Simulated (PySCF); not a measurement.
Al(Me)(OH)(SMe) (C₂H₇AlOS), SMILES [Al]([CH3])([S]C)[OH].

Geometry: TPSSh-D3(BJ)/def2-SVP. The values are those of a single conformer.

Two levels are set side by side: PBE/def2-TZVP (PySCF) and HF/def2-TZVP (PySCF). Same geometry, gas phase. Differences are taken from unrounded values.

```
quantity                        HF
---------------------------  -----
orbital gap (eV)             11.99
highest occupied level (eV)  -9.51
lowest empty level (eV)       2.48
dipole moment (D)             2.26
mean polarisability (bohr³)   67.5
```

Problem. What does PBE give, and how far is it from HF? (An estimate is asked for; the answer gives what the named calculation found.)

Solution. 
```
quantity                       PBE  PBE minus HF
---------------------------  -----  ------------
orbital gap (eV)              4.73         -7.27
highest occupied level (eV)  -5.66          3.86
lowest empty level (eV)      -0.93         -3.41
dipole moment (D)             1.95         -0.31
mean polarisability (bohr³)   76.5           9.0
```

PBE's occupied levels lie high since its potential decays too fast outside the molecule; exact exchange lowers them and widens the gap. PBE's more diffuse valence density responds more strongly to a field. Differences between two approximate levels are no errors against the true value.

Rough cost on one machine, each run with all the roots and properties that it gave: HF against PBE about 1/3.
